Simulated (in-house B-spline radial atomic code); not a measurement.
# Solving the quasi-particle equation for 3p up of P

Configuration [Ne] 3s2 3p3, highest spin, start r2SCAN, empty levels kept to 250 hartree. Computed with a B-spline radial code for spherical atoms: all electrons, non-relativistic, point nucleus, each spin shell either full or empty, empty states to l = 9 with an (l + 1/2)⁻⁴ tail; G0W0 by contour deformation at full frequency.

At the mean-field level ε = -6.695 eV the matrix elements are Σx = -16.915 eV, v_xc = -13.044 eV and Σc(ε) = -0.291 eV, and the slope of the correlation self-energy is dΣc/dω = -0.1206. The quasi-particle energy solves E = ε + Σx − v_xc + Σc(E).

(1) What does the linearised equation give?

(2) How does that compare with the full solution and with static screening?

Results:

(1) Z = 1/(1 − dΣc/dω) = 1/1.1206 = 0.8924. The first-order shift is Σx − v_xc + Σc(ε) = -16.915 − (-13.044) + (-0.291) = -4.162 eV, so E ≈ ε + Z × shift = -6.695 + 0.8924 × (-4.162) = -10.409 eV.

(2) Solving the equation at full frequency dependence gives E = -10.329 eV, where Σc = 0.236 eV and the weight is 0.845; the linearised value is off by 80 meV. Leaving Z out would give -10.857 eV. Static COHSEX puts -1.991 eV in place of Σc and gives -12.557 eV, 2.23 eV deeper. The tabulated removal energy is 10.487 eV (NIST, measured); the run leaves out relativity, Breit and QED terms.
